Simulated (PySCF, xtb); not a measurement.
B2Cl3, SMILES ClB([B]Cl)Cl (connectivity only; charge and spin as stated), charge +1, multiplicity 1.

xtb with GFN2-xTB at its own geometry gives an orbital gap of 2.04 eV.

Geometry optimised at PBE-D3(BJ)/def2-SVP. The multiplicity is an assumed one; other spin states were not compared. The isomer is the one that the SMILES or the coordinates give; other isomers of the formula were not compared. One conformer was computed; it need not be the lowest.

**Question.** What does PySCF with PBE/def2-TZVP give? (The exact figures need the calculation; the answer reports its results.)

**Answer.** gap 2.80 eV (levels -12.99 and -10.19 eV).
